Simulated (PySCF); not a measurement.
Computed shifts of a molecule C5H4F2, PBE/pcSseg-1 (PySCF), GIAO, gas phase, atoms alike by connectivity averaged where their shifts nearly agree, in ppm (number of nuclei): ¹⁹F: -194.7 (2). ¹³C: 141.6 (2), 141.0 (2), 136.5 (1). ¹H: 6.46 (2), 6.45 (2). References: ¹⁹F against CFCl3 (σ = 133.6 ppm); ¹³C against TMS (σ = 182.0 ppm); ¹H against TMS (σ = 31.49 ppm), references at their B3LYP-D3(BJ)/def2-TZVP geometries, non-relativistic. The structure is a stationary point at PBE0-D3(BJ)/def2-SVP. The values are those of a single conformer.

Q: Identify the compound among the candidates.
(A) FC1=CCC=C1F
(B) C=C=C(F)/C=C\F
(C) FC1(F)C=CC=C1
(D) C=CC#CC(F)F

A: C, FC1(F)C=CC=C1
